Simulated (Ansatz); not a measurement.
Consider the cleavage of the Al–Si bond: `BCO[SiH2][AlH2]` + `C/C=C/N` → `C/C=C\[NH][AlH2]` + `BCO[SiH3]`.

Computed with Ansatz on PBE0-D4/def2-TZVP structures; ΔE is electronic, products minus reactants. CCSD(T)/CBS is the MP2 limit (def2-TZVPP, def2-QZVPP) plus CCSD(T) − MP2 in def2-TZVPP, frozen cores. Double bonds are as drawn, so ΔE can hold a change between cis and trans. DFT in def2-TZVPP. Each species was taken in one conformer, which may not be the lowest.

(1) Is it downhill or uphill in electronic energy at CCSD(T)/CBS, and by how much? (An estimate is asked.)

(2) What do these levels give: PBE-D4, PBE0-D4, ωB97X-V, PBE, r2SCAN, PBE0, HF/def2-TZVPP, SCS-MP2/def2-TZVPP, CCSD/def2-TZVPP, CCSD(T)/def2-TZVPP, MP2/def2-QZVPP, CCSD/CBS(def2)? (An estimate is asked.)

Largest T1 diagnostic among the species: 0.012.

## Answers

(1) The calculation gave: Downhill: ΔE = -28.7 kcal/mol.

(2) Computed: PBE-D4 -23.9, PBE0-D4 -24.7, ωB97X-V -27.4, PBE -23.8, r2SCAN -27.7, PBE0 -24.6, HF/def2-TZVPP -30.2, SCS-MP2/def2-TZVPP -31.7, CCSD/def2-TZVPP -29.1, CCSD(T)/def2-TZVPP -29.1, MP2/def2-QZVPP -31.8, CCSD/CBS(def2) -28.7 kcal/mol.

From PBE to PBE0 (25 % exact exchange), in def2-TZVPP and without D4, ΔE moves by −0.9 kcal/mol.
